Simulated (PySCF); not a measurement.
C4H9O, SMILES CCCC[O], multiplicity 2.

Geometry: TPSSh-D3(BJ)/def2-SVP. The isomer is the one that the SMILES or the coordinates give; other isomers of the formula were not compared. The values are those of a single conformer.

All values below come from TDA-PBE/def2-SVPD in PySCF 2.14.0.

Vertical excitations. Gas-phase values at a fixed geometry.

Computed lowest excited states:
| state | energy (eV) | λ (nm) | f | main pairs |
|---|---|---|---|---|
| root 1 | 0.48 | 2559 | 0.000 | β HOMO→LUMO 100 % |
| root 2 | 2.63 | 471 | 0.002 | β HOMO−1→LUMO 100 % |
| root 3 | 2.95 | 420 | 0.006 | β HOMO−2→LUMO 99 % |
| root 4 | 3.39 | 366 | 0.001 | β HOMO−3→LUMO 100 % |
| root 5 | 3.81 | 325 | 0.004 | β HOMO−4→LUMO 96 % |
| root 6 | 4.39 | 282 | 0.008 | β HOMO−5→LUMO 94 % |
| root 7 | 5.06 | 245 | 0.002 | β HOMO−6→LUMO 97 % |
| root 8 | 5.64 | 220 | 0.004 | β HOMO−7→LUMO 93 % |
| root 9 | 5.98 | 207 | 0.006 | β HOMO→LUMO+1 95 % |
| root 10 | 6.21 | 200 | 0.003 | α HOMO→LUMO 5 %, β HOMO−8→LUMO 73 %, β HOMO−9→LUMO 19 % |
Unrestricted roots are not spin-pure.
